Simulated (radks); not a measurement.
Values are calculated unless marked as measured or tabulated.
Effect of the nuclear size on the tantalum ion Ta2+, [Xe] 4f14 5d3. Level of theory: Dirac Kohn-Sham, exchange-only LDA, spin-unpolarised, spherical densities, finite nucleus; open shells fill j = l - 1/2 first; Fermi nuclear charge, rms radius 5.3507 fm (a radial shooting solver on a logarithmic mesh with Libxc functionals). The rms radius is varied about that value; shifts are against it.

| rms radius (fm) | total energy shift (eV) | density at nucleus (e/bohr^3) | 1s1/2 shift (meV) | 2s1/2 shift (meV) | 5s1/2 shift (meV) | 6s1/2 (empty) shift (meV) | 5d3/2 shift (meV) |
|---|---|---|---|---|---|---|---|
| 4.3127 | -18.9 | 1.406e+06 | -7690 | -1070 | -9.97 | -1.32 | 0.118 |
| 4.8531 | -9.42 | 1.351e+06 | -3830 | -534 | -4.96 | -0.655 | 0.059 |
| 5.3507 | 0 | 1.307e+06 | 0.000 | 0.000 | 0.000 | 0.000 | 0.000 |
| 5.8323 | 9.69 | 1.27e+06 | 3940 | 550 | 5.10 | 0.674 | -0.060 |
| 6.4743 | 23.5 | 1.226e+06 | 9530 | 1330 | 12.3 | 1.63 | -0.146 |

Slopes of the eigenvalues against <r^2> in GHz/fm^2, as finite differences over the two radii next to the reference (eigenvalue slopes, not the field-shift constants of lines): 1s1/2 179000, 2s1/2 25100, 5s1/2 233, 6s1/2 (empty) 30.7, 5d3/2 -2.75.
